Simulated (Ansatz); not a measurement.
Stepwise reaction of `[CH3][Sn]([CH3])([Cl])[Cl]` with hydrogen fluoride, as a gas-phase model of exchange steps in deposition or etching. ΔE in kJ/mol.

Calculated with Ansatz (gas phase, PBE0-D4/def2-TZVP geometries, no zero-point term in ΔE). CCSD(T)/CBS is the MP2 limit (def2-TZVPP, def2-QZVPP) plus CCSD(T) − MP2 in def2-TZVPP, frozen cores. This one scheme is used for every species. DFT in def2-TZVPP. B3LYP here is the variant with VWN-RPA as its local correlation; programs differ in this. def2 core potentials past Kr. For Sn outer-core shells are correlated without core-valence functions, which leaves a few kJ/mol of doubt a bond.

| step | reaction | PBE-D4 | B3LYP-D4 | ωB97M-V | CCSD(T)/CBS |
| --- | --- | --- | --- | --- | --- |
| 1 | `[CH3][Sn]([CH3])([Cl])[Cl]` + H–F → `[CH3][Sn]([CH3])([F])[Cl]` + HCl | 30.5 | 30.3 | 31.0 | 36.2 |

Question: Give the row of step 2, `[CH3][Sn]([CH3])([F])[Cl]` + H–F → `[CH3][Sn]([CH3])([F])[F]` + HCl. (Estimate.)

Answer: Computed: 
```csv
step,reaction,PBE-D4,B3LYP-D4,ωB97M-V,CCSD(T)/CBS
2,`[CH3][Sn]([CH3])([F])[Cl]` + H–F → `[CH3][Sn]([CH3])([F])[F]` + HCl,30.0,29.4,30.3,34.8
```

Question: By hand: ΔE of the 2 steps together at CCSD(T)/CBS.

Answer: (36.2) + (34.8) = 71.0 kJ/mol, or 35.5 kJ/mol a step.

In ΔE the steps differ by no more than 1.4 kJ/mol. All are uphill at CCSD(T)/CBS. PBE-D4 differs from CCSD(T)/CBS by -5.7 to -4.8 kJ/mol a step. Isolated molecules leave out the surface, adducts and barriers. Largest T1 diagnostic: 0.013.
